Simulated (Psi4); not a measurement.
A dimer, Cl2Ge ··· HF (SMILES [Cl][Ge][Cl] and F); the first 3 atoms form monomer A.

```
5

Ge     0.0504    -0.0443     0.9378
Cl     1.0780     1.3084    -0.4674
Cl    -1.1284    -1.2641    -0.4704
F      4.5141    -1.7116     1.0721
H      4.6467    -1.0385     0.4525
```

Task: What interaction energy does Psi4 with SAPT0/jun-cc-pVDZ, frozen core give, and which attractive term is the largest?

Result: Total -3.83 kJ/mol: electrostatics -3.41, exchange 0.08, induction -0.17, dispersion -0.33. The most attractive term is electrostatics.
